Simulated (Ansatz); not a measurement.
Cost and result up the ladder for the cluster Mg4Te4 (8 atoms). The state is a singlet with charge 0. Geometry: PBE-D4/def2-SVP.

Cartesian coordinates in Å:
```
Mg 0.0267 -1.9358 0.0198
Mg -0.6748 0.6196 -1.7055
Mg 1.7965 0.6718 0.2665
Mg -1.1483 0.6446 1.4191
Te -2.5668 -0.9624 -0.3809
Te -0.0359 2.7669 -0.0278
Te 1.6395 -0.9208 -2.0300
Te 0.9631 -0.8839 2.4387
```

Ansatz on 4 threads of Arm Neoverse V1 on a shared host. Times are rough, and most runs start from the orbitals of an earlier one. PBE0-D4/def2-TZVP serves as the yardstick here, not as an exact answer. Differences are given only for rows in sets of like size (and for xTB, whose basis is part of the method), since another set adds its own error. Binding counts from free atoms at the same level (Mg singlet, Te triplet; other spins of the atoms weren't run), without zero-point energy or a counterpoise term.

In the def2 sets Te takes a core potential; there is no spin–orbit coupling. HSE06 is defined as in plane-wave codes, on full-range PBE exchange. Correlated methods freeze 20 core orbitals; core or outer-core shells of Mg, Te are correlated, in sets that lack core-valence functions. The structure comes from a short search, and lower isomers may exist.

Correlated methods converge slowly with the basis.

```tsv
level	functions	binding energy per atom (eV)	difference from PBE0-D4/def2-TZVP (eV)
r2SCAN-D4/def2-TZVP (with forces)	328	2.48	0.05
PBE-D4/def2-SVP	176	2.43	–
MP2/def2-TZVP	328	2.43	0.00
PBE0-D4/def2-TZVP	328	2.43	0.00
PBE0-D4/def2-SVP	176	2.43	–
HSE06-D4/def2-TZVP	328	2.43	0.00
HF/def2-TZVP	328	1.60	-0.84
PBE-D4/def2-TZVP	328	2.43	0.00
```

Q: Estimate how long each takes.

A: PBE-D4/def2-SVP 7 s; PBE0-D4/def2-SVP 11 s; PBE-D4/def2-TZVP 12 s; PBE0-D4/def2-TZVP 27 s; HSE06-D4/def2-TZVP 28 s; r2SCAN-D4/def2-TZVP (with forces) 29 s; MP2/def2-TZVP 31 s; HF/def2-TZVP 33 s. On shared hardware such times vary by a factor of up to 3.
